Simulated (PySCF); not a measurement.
Sn³⁵⁺: ionisation energy

Sn³⁵⁺ [Ne] 3s2 3p3 (4S) → Sn³⁶⁺ [Ne] 3s2 3p2 (3P), as a difference of total energies. Calculation: PySCF 2.14, in an uncontracted even-tempered set (18 s from 5.9 bohr⁻², ratio 2.5; 12 p from 7.7 bohr⁻², ratio 2.5; 4 d from 32 bohr⁻², ratio 2.7; 4 f from 48 bohr⁻², ratio 2.7); scalar relativity by spin-free X2C-1e. Correlated levels: outer shells: 1s2 frozen; virtual orbitals above 40 to 60 times the deepest correlated orbital energy dropped. The calculations carry no spin-orbit coupling.

```json
{"method": "UHF", "ionisation energy (eV)": "2334.6"}
{"method": "LDA", "ionisation energy (eV)": "2335.0"}
{"method": "r2SCAN", "ionisation energy (eV)": "2336.4"}
{"method": "r2SCANh", "ionisation energy (eV)": "2336.3"}
{"method": "revPBE", "ionisation energy (eV)": "2335.5"}
{"method": "MP2 (outer shells)", "ionisation energy (eV)": "2335.1"}
{"method": "SCS-MP2 (outer shells)", "ionisation energy (eV)": "2334.8"}
```

Estimate what PBE gives.

2335.5 eV, closest to revPBE among the rows shown.

Estimate what PBE0 gives.

2335.6 eV, closest to revPBE among the rows shown.

Spin-orbit coupling is strong in these open shells (close to jj coupling). The scalar numbers leave it out and a first-order estimate fails, so it can dominate the gap to the real levels.

Breit and QED terms and the two-electron picture change are absent.

For comparison: 2326 ± 9 eV (semi-empirical (NIST evaluation); NIST Atomic Spectra Database, ionization energies).
